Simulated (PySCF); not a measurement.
Cost against size for one kind of job: GIAO PBE0/pcSseg-1 NMR shielding, non-relativistic, gas phase (PySCF 2.14.0, density-fitted response routines); work: shieldings, charges and field gradients. Hardware: an Arm Neoverse N1 with one thread, no GPU (shared host). The host was shared with other jobs, so the times are rough.

```csv
species (SMILES),atoms,electrons,basis functions,SCF cycles,wall time
C=CC(N)=O,10,38,110,14,13 s
COC[SiH2][SiH2]B(O)O,19,80,205,14,75 s
C#CBCC(C)(C)[SiH3],21,68,208,14,71 s
CC1=CC=C[C@H]1OC(F)F,18,76,210,14,?
CCC#C[C@@H](C=O)[AlH2-][NH3+],21,76,220,16,87 s
```

Task: Estimate the withheld figures.

Result: `CC1=CC=C[C@H]1OC(F)F`: 62 s.

Task: With all rows, how does the wall time grow with the number of basis functions N?

Result: A straight line through log(time) against log(N) has slope 2.7 between N = 110 and 220, and the rows scatter about it by a factor of about 1.1 (standard error of the fit). This is a fit to these rows, whose iteration counts differ, not the method's formal scaling.

Task: Which species took longest, and how many times the shortest run?

Result: `CCC#C[C@@H](C=O)[AlH2-][NH3+]`, at 87 s: about 6.7 times the shortest (13 s).
